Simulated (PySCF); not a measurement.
# Distorted geometries of [Gd(H2O)4]3+

[Gd(H2O)4]3+ (singlet in the valence; each metal's 4f electrons, 7 of them, lie in its core potential, out of spins and levels). PySCF 2.14.0, RKS B3LYP, Gd lcecp-1-SVP with ECP53, O def2-SVP, H def2-SVP; non-relativistic Hamiltonian with scalar-relativistic core potentials where named; density fitting; no spin-orbit coupling. Relaxed geometry:

```xyz
13

Gd    0.0000    0.0000    0.0000
O     1.3850    1.2814    1.3470
H     1.3161    1.4440    2.3189
H     2.1914    1.7893    1.0874
O    -1.3850   -1.3470    1.2814
H    -2.1898   -1.0879    1.7905
H    -1.3176   -2.3185    1.4429
O     1.3850   -1.2814   -1.3470
H     2.1914   -1.7893   -1.0874
H     1.3161   -1.4440   -2.3189
O    -1.3850    1.3470   -1.2814
H    -1.3176    2.3185   -1.4429
H    -2.1898    1.0879   -1.7905
```

Problem. Order these distorted geometries by energy above the relaxed one, lowest first.
A.
```xyz
13

Gd   -0.0308    0.1729   -0.1643
O     1.1818    1.2635    1.2079
H     1.4147    1.3492    2.3274
H     2.2453    1.8319    0.9725
O    -1.3477   -1.3360    1.3628
H    -2.1013   -1.0017    1.6447
H    -1.0775   -2.3999    1.6405
O     1.3680   -1.2713   -1.1770
H     2.0785   -1.7430   -1.0783
H     1.2635   -1.5813   -2.3684
O    -1.2305    1.3523   -1.0870
H    -1.5466    2.1716   -1.5572
H    -2.2175    1.1918   -1.7237
```
B.
```xyz
13

Gd    0.0326    0.0123   -0.0121
O     1.3973    1.3276    1.3193
H     1.2945    1.4493    2.3441
H     2.1564    1.7858    1.0683
O    -1.3692   -1.3327    1.2633
H    -2.1550   -1.1126    1.7634
H    -1.3236   -2.3179    1.4378
O     1.3490   -1.2876   -1.3025
H     2.2029   -1.7775   -1.0450
H     1.2965   -1.4291   -2.3085
O    -1.4032    1.3082   -1.2899
H    -1.3013    2.2961   -1.4934
H    -2.1769    1.0780   -1.7446
```
C.
```xyz
13

Gd   -0.0461    0.0205    0.0855
O     1.5641    1.2825    1.3453
H     1.3666    1.3660    2.2799
H     2.1901    1.7182    1.0499
O    -1.3850   -1.3225    1.2748
H    -2.0955   -1.0322    1.7697
H    -1.3219   -2.3400    1.4913
O     1.3333   -1.2632   -1.2446
H     2.1278   -1.7712   -1.2101
H     1.2537   -1.3705   -2.2870
O    -1.3505    1.2501   -1.3898
H    -1.4495    2.3485   -1.4139
H    -2.1871    1.1137   -1.7509
```

Solution. B (0.38 eV), C (2.08 eV), A (6.50 eV).

Problem. Which forces (eV/Å) act in the one that lies 2.08 eV up?

Solution. 
```
Gd    1.01   0.44  -0.64
O   -12.01  -8.52   3.15
H     0.74   0.70   1.11
H    10.93   7.68  -4.25
O     3.16  -3.49  -1.42
H    -3.50   1.19   2.37
H    -0.17   1.86  -0.44
O    -1.77   0.74  -3.24
H     2.13  -1.22   1.19
H    -0.48   0.57   1.99
O     2.32   4.69   1.82
H     0.97  -3.17   0.07
H    -3.32  -1.46  -1.71
```
Forces carry noise of the integration grid, about 0.01 to 0.03 eV/Å.

A frequency check found unstable modes (1, the lowest at -20 cm⁻¹), so the relaxed geometry is a saddle point, or these are noise. An lcecp potential fixes the number of 4f electrons, so in runs with it no electron can move into or out of that shell.
